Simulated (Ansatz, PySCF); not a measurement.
Ga(CF3)(H)2 (CH₂F₃Ga), SMILES F[C](F)(F)[GaH2].

Geometry optimised at PBE0-D3(BJ)/def2-SVP. The structure was generated by enumeration; whether it is a known compound was not checked.

Vertical ionisation energy (IE) and electron affinity (EA) in eV. Rows of orbital energies are one-electron estimates. Where ΔSCF, EOM or ADC give a negative EA the extra electron is unbound and the value depends on the basis.

| level | IE | EA |
|---|---|---|
| −ε(HOMO), −ε(LUMO), B3LYP/def2-TZVP (PySCF) | 8.43 | 2.57 |
| −ε(HOMO), −ε(LUMO), PBE/def2-TZVP (PySCF) | 7.16 | 3.05 |
| ΔSCF, CAM-B3LYP/def2-SVPD (Ansatz), final states of multiplicity 2 and 2 | 11.31 | 0.56 |
| ΔSCF, PBE/def2-SVPD (Ansatz), final states of multiplicity 2 and 2 | 10.64 | 0.55 |

Q: What vertical singlet–triplet gap does ΔSCF give with CAM-B3LYP/def2-SVPD (Ansatz, a program for electronic structure) and with PBE/def2-SVPD (Ansatz)? (An estimate is asked for; the answer gives what the named calculation found.)

A: 4.95 and 4.30 eV (triplet above singlet where positive).
